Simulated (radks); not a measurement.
Tm+, 68 electrons, occupied as [Xe] 4f13 5d1 (not the ground configuration).

All-electron calculation, Dirac Kohn-Sham, PBE, spin-unpolarised, spherical densities, finite nucleus; open shells are shared between the two j in proportion to 2j + 1; Fermi nuclear charge, rms radius 5.2256 fm. Program: a radial shooting solver on a logarithmic mesh with Libxc functionals.

Energy parts (hartree):
total: -13580.3512
kinetic: 15033.6320
electron-nucleus: -33646.5284
Hartree: 5319.3360
exchange-correlation: -286.7908

Orbitals (lengths in bohr, moments of r in powers of bohr; r(90%) holds 90 % of the orbital's charge):
orbital     occ.  eigenvalue (hartree)  r(90%)
1s1/2          2             -2175.864  0.0363
2s1/2          2             -367.0592   0.131
2p1/2          2             -349.9154   0.116
2p3/2          4             -313.8948   0.126
3s1/2          2             -82.64128   0.324
3p1/2          2             -75.08746   0.316
3p3/2          4             -67.48136   0.335
3d3/2          4             -54.57988   0.307
3d5/2          6             -52.91759   0.313
4s1/2          2             -16.43269   0.716
4p1/2          2             -13.39318   0.737
4p3/2          4             -11.67650   0.783
4d3/2          4              -6.67306   0.850
4d5/2          6              -6.36071   0.867
4f5/2    5.57143              -0.32919    1.40
4f7/2    7.42857              -0.28525    1.45
5s1/2          2              -2.14661    1.79
5p1/2          2              -1.33008    2.07
5p3/2          4              -1.12190    2.25
5d3/2        0.4              -0.21399    4.85
5d5/2        0.6              -0.20488    5.04

The highest occupied level is 5d5/2 at -5.575 eV. The electron density at the nucleus is 9.496e+05 e/bohr^3. Summed over all electrons, <r^2> = 48.76 bohr^2, which gives a Langevin (diamagnetic) susceptibility term of -38.6 x 10^-6 cm^3/mol.
